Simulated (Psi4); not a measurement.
Psi4 input (wB97X-D/6-31G*):

```
memory 1500 MB

molecule {
1 2
Be    0.00000000    0.00000000    0.00000000
Cl   -0.00000000   -0.00000000   -1.80410498
Cl    0.00000000    0.00000000    1.80410498
symmetry c1
no_reorient
no_com
}

set {
  basis 6-31G*
  reference uks
  scf_type pk
  dft_radial_points 99
  dft_spherical_points 590
  e_convergence 1e-8
  d_convergence 1e-7
  maxiter 150
}

e = energy('wb97x-d')
print_out(f'\nFINAL {e:.10f} DIPOLE {variable("CURRENT DIPOLE")[0]:.6f} {variable("CURRENT DIPOLE")[1]:.6f} {variable("CURRENT DIPOLE")[2]:.6f}\n')
```

From the output:

```
              A
    DOCC [    18 ]
    SOCC [     1 ]
    NA   [    19 ]
    NB   [    18 ]

  @UKS Final Energy:  -934.80686853610598

   => Energetics <=

    Nuclear Repulsion Energy =             82.2758150099086834
    One-Electron Energy =               -1443.8987211552293957
    Two-Electron Energy =                 469.9532551639902067
    DFT Exchange-Correlation Energy =     -43.1368959191945009
    Empirical Dispersion Energy =          -0.0003216355811922
    VV10 Nonlocal Energy =                  0.0000000000000000
    Total Energy =                       -934.8068685361062080

  UHF NO Occupations:
  HONO-2 :   17  A 1.9997783
  HONO-1 :   18  A 1.9946867
  HONO-0 :   19  A 1.0000000
  LUNO+0 :   20  A 0.0053133
  LUNO+1 :   21  A 0.0002217
  LUNO+2 :   22  A 0.0002125
  LUNO+3 :   23  A 0.0000684

Computation Completed

Properties will be evaluated at   0.000000,   0.000000,   0.000000 [a0]

Properties computed using the SCF density matrix

 Multipole Moments:

 ------------------------------------------------------------------------------------
     Multipole            Electronic (a.u.)      Nuclear  (a.u.)        Total (a.u.)
 ------------------------------------------------------------------------------------

 L = 1.  Multiply by 2.5417464519 to convert [e a0] to [Debye]
 Dipole X            :         -0.0000000            0.0000000           -0.0000000
 Dipole Y            :          0.0000000            0.0000000            0.0000000
 Dipole Z            :         -0.0000000            0.0000000           -0.0000000
 Magnitude           :                                                    0.0000000

 ------------------------------------------------------------------------------------

FINAL -934.8068685361 DIPOLE -0.000000 0.000000 -0.000000

*** Psi4 exiting successfully. Buy a developer a beer!
```

The dipole moment of an ion depends on the origin.

The geometry given is a B3LYP-D3(BJ)/def2-TZVP minimum of the species of charge 0 and multiplicity 1, not of this state.
